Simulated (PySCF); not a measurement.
From computed data to an observable: entropy of an ideal gas

HNSi, SMILES [NH+]#[Si-].

Coordinates come from a PBE-D3(BJ)/def2-TZVPD optimisation.

PBE-D3(BJ)/def2-TZVPD (PySCF) gives the harmonic wavenumbers 510, 510, 1191, 3638 cm⁻¹ and the rotational temperature 0.8984 K. The molar mass is 43.10 g/mol, the symmetry number 1, the spin multiplicity 1.

Q: Work out the entropy at 298.15 K and 1 atm in the rigid-rotor, harmonic-oscillator model.

A: 
Translation (Sackur–Tetrode at 1 atm): S = R[1.5 ln M + 2.5 ln T − 1.16487] = 155.7 J/(mol K).
Rotation: q = T/(σ θ) = 332, S = R[ln q + 1] = 56.6 J/(mol K).
Vibration: with u = 1.4388 ν/T, each mode gives R[u/(e^u − 1) − ln(1 − e^−u)]:
| ν (cm⁻¹) | modes | u | S (J/(mol K)) |
|---|---|---|---|
| 510 | 2 | 2.46 | 5.30 |
| 1191 | 1 | 5.75 | 0.18 |
The stiffer modes add less than 0.005 each. Sum 5.5 J/(mol K).
Spin: R ln 1 = 0.0 J/(mol K).
Total 217.7 J/(mol K); the program's own thermochemistry gives 217.7. Translation makes up 71 % and vibration 3 %. Anharmonicity, hindered rotation and orbital degeneracy are left out.
